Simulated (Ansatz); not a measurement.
Ansatz (a quantum-chemistry and plane-wave program) input:
A basis named .json is the Basis Set Exchange file of that set.

Ansatz 0.2 input:
```yaml
crystal:
  periodic: [false, false, false]
  atoms:
    - {symbol: Ga, position_ang: [0.80512851, -0.01448369, -0.09027700]}
    - {symbol: Cl, position_ang: [-0.85253169, 1.35517224, -1.18932167]}
    - {symbol: Cl, position_ang: [-0.61564382, -1.32876081, 1.35394444]}
basis:
  gaussian:
    orbitals: def2-QZVPP.json
    fitting: {mean_field: def2-universal-jkfit, correlation: def2-QZVPP-RIFIT.json}
total_charge: -1
magnetization: {spin_polarized: false}
correlation: {method: mp2, electrons: outside_noble_gas}
```

**Question.** Predict the final energy.

**Answer.** -2843.00736 Eh (RI-MP2/def2-QZVPP). The basis has 229 functions.
